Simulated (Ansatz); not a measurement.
Cost and result for the atomization energy of C2H6BFSe (`CC[Se]BF`) (11 atoms, 10 bonds).

Z-matrix (Å, degrees):
```
C
C 1 1.512
H 1 1.091 2 111.1
H 1 1.094 2 110.1 3 -119.6
H 1 1.092 2 111.4 3 120.6
Se 2 1.965 1 113.0 3 -63.1
H 2 1.090 1 111.8 3 179.1
H 2 1.089 1 112.0 3 57.6
B 6 1.919 2 99.9 1 81.3
F 9 1.327 6 121.3 2 1.1
H 9 1.195 6 119.3 2 -179.3
```

Charge 0, multiplicity 1. Correlated methods include outer-core shells of Se, which these sets cover unevenly. Scalar relativity is left out up to krypton. The geometry is a stationary point of PBE0-D4/def2-TZVP. It is one conformer, not always the lowest. Program: Ansatz. All runs use 4 threads of an Arm Neoverse V2 on a shared host. Times are those of one run each, without the atoms' runs, and a repeat can differ threefold. Electronic energies, without spin–orbit coupling; frozen cores. CCSD(T)/CBS adds CCSD(T) − MP2 in def2-TZVPP to the MP2 limit, and its time is that of the two runs behind it. T1 = 0.012. With those shells the extrapolation isn't a true limit. B3LYP takes the VWN-RPA correlation (the form of Gaussian; ORCA's B3LYP/G).

CCSD(T)/CBS is a level of theory with its own doubt, some kJ/mol a heavy atom from the limit and from the frozen cores, so smaller differences don't rank the functionals.

| level | functions | wall time |
| --- | --- | --- |
| PBE-D4/def2-TZVPP (with forces) | 256 | 2.9 s |
| PBE0-D4/def2-TZVPP | 256 | 3.6 s |
| r2SCAN-D4/def2-TZVPP (with forces) | 256 | 5.5 s |
| B3LYP-D4/def2-TZVPP (with forces) | 256 | 6 s |
| B2PLYP/def2-TZVPP | 256 | 7.5 s |
| ωB97X-V/def2-TZVPP | 256 | 9.5 s |
| ωB97M-V/def2-TZVPP (with forces) | 256 | 14 s |
| MP2/def2-QZVPP | 497 | 30 s |
| CCSD(T)/def2-TZVPP | 256 | 5.1 min |
| CCSD(T)/CBS(def2) | – | 5.6 min |

Task: What atomization energy does each give, and how far from CCSD(T)/CBS? (An estimate is asked.)

Result: Computed: 
| level | atomization (kcal/mol) | difference from CCSD(T)/CBS | per bond |
| --- | --- | --- | --- |
| PBE-D4/def2-TZVPP (with forces) | 1023.4 | 21.1 | 2.1 |
| PBE0-D4/def2-TZVPP | 1007.5 | 5.2 | 0.5 |
| r2SCAN-D4/def2-TZVPP (with forces) | 1008.6 | 6.3 | 0.6 |
| B3LYP-D4/def2-TZVPP (with forces) | 1002.6 | 0.3 | 0.0 |
| B2PLYP/def2-TZVPP | 993.5 | -8.8 | -0.9 |
| ωB97X-V/def2-TZVPP | 1003.1 | 0.8 | 0.1 |
| ωB97M-V/def2-TZVPP (with forces) | 1002.9 | 0.6 | 0.1 |
| MP2/def2-QZVPP | 1010.6 | 8.3 | 0.8 |
| CCSD(T)/def2-TZVPP | 980.0 | -22.3 | -2.2 |
| CCSD(T)/CBS(def2) | 1002.3 | 0.0 | 0.0 |

From PBE to PBE0 (25 % exact exchange), in def2-TZVPP and without D4, the atomization energy moves by −15.1 kcal/mol: exact exchange takes away binding that semilocal exchange gives to molecules. The D4 term adds +8.6 kcal/mol with B3LYP and +4.5 kcal/mol with PBE0; it sums over pairs of atoms, weighted by their polarisabilities, and B3LYP, whose exchange is more repulsive, gets the larger term. In def2-TZVPP, CCSD(T) changes the Hartree–Fock value by +225.9 kcal/mol (the triples alone add +14.1 kcal/mol) and MP2 by +243.6 kcal/mol; breaking electron pairs costs correlation energy, which Hartree–Fock lacks.
